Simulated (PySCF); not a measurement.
A structure optimised at PBE-D3(BJ)/def2-SVPD, used in a PySCF frequency run:

```
Si
F 1 1.6761
F 1 1.6761 2 120.00
F 1 1.6761 2 120.00 3 180.00
F 1 1.7092 2 90.00 4 -90.00
F 1 1.7092 2 90.00 5 180.00
```
Charge -1, spin multiplicity 1.

Problem. Write its SMILES, formula and point group.

Solution. F[Si-](F)(F)(F)F, F5Si, D3h

Problem. What are its rotational constants (standard atomic weights)?

Solution. 3.1563, 2.6452, 2.6452 GHz
